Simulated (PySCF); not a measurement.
CHOS, SMILES [OH+]=C=S, charge +1.

Coordinates come from a B3LYP-D3(BJ)/def2-TZVP optimisation. The isomer is the one that the SMILES or the coordinates give; other isomers of the formula were not compared.

Computed with PBE/def2-TZVPD run with PySCF.

Gas-phase values at a fixed geometry.

- total energy = -511.55568 hartree
- point group = Cs
- highest occupied level = -14.73 eV
- lowest empty level = -9.83 eV
- orbital gap = 4.89 eV
- dipole moment about the centre of nuclear charge = 2.31 D
- mean static polarisability = 29.4 bohr³ (4.35 Å³)
- polarisability, principal values = 20.4, 21.0, 46.7 bohr³
